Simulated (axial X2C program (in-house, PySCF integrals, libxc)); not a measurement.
ScS⁻: cheaper levels and CCSD(T), 2c

Calculated with an axial X2C code built on PySCF integrals. Two-component (2c) means X2C with spin–orbit coupling and atomic mean-field two-electron Coulomb and Gaunt terms. Basis: Sc dyall-acv3z [11s12p8d5f2g], S dyall-av3z [9s8p3d2f] (cores contracted in-house); Gaussian nuclei, density fitting, unrestricted open shells. Masses: Sc 44.956 u, S 31.972 u.

State: Ω = 0 (closed shell); fragments Sc + S-.

```
level  Re (Å)  ωe (cm⁻¹)  De (eV)
 PBE0   2.175      535.8     4.39
   HF   2.225      530.3     2.44
  MP2   2.214      521.6     4.34
 CCSD   2.224      518.2     4.01
B97-3   2.188      526.6     4.21
```

Correlated methods: 10 electrons correlated (number of frozen shells: Sc 3 s, 2 p; S 2 s, 1 p), 318 virtual spin orbitals or spinors in MP2, 90 natural virtuals in coupled cluster.

CCSD(T), same Hamiltonian and basis:

Re = 2.229 Å, ωe = 509.9 cm⁻¹, De = 4.32 eV; T1 = 0.030 (Lee–Taylor normalisation).

Task: Give the differences from CCSD(T) in the columns below.

Result: 

| level | ΔRe (Å) | Δωe (cm⁻¹) | ΔDe (eV) |
| --- | --- | --- | --- |
| PBE0 | -0.054 | 26 | 0.07 |
| HF | -0.004 | 20 | -1.88 |
| MP2 | -0.015 | 12 | 0.02 |
| CCSD | -0.005 | 8 | -0.31 |
| B97-3 | -0.041 | 17 | -0.11 |

The state is one determinant whose occupation by symmetry is held fixed; it was picked as the lowest of a PBE0 search that is not exhaustive. Closed shells are restricted here (equal orbitals for both partners); the stretched side of such a curve lies too high. De is counted from the lowest determinant-based energies of the atoms at the same level, without counterpoise correction. CCSD and (T) use frozen natural virtuals with an MP2 correction for the truncation; (T) itself is uncorrected, so its De runs slightly low. The 2c atoms are single determinants rather than J levels; their spin–orbit lowering is only partly caught, and De is too large by that part. This holds for PBE0, B97-3. The functionals have no current-density term, which raises determinants with orbital currents, atoms included. The outer-core s and p shells of the metal are frozen in the correlated rows, which leaves out core–valence correlation; for alkali and alkaline-earth bonds that tends to lengthen them. The highest occupied level of some functionals is positive through self-interaction error; at Hartree–Fock it is bound. The T1 diagnostic is large, a sign of multireference character. Hartree–Fock gets electron affinities wrong, so its lowest charge split need not be the true one.
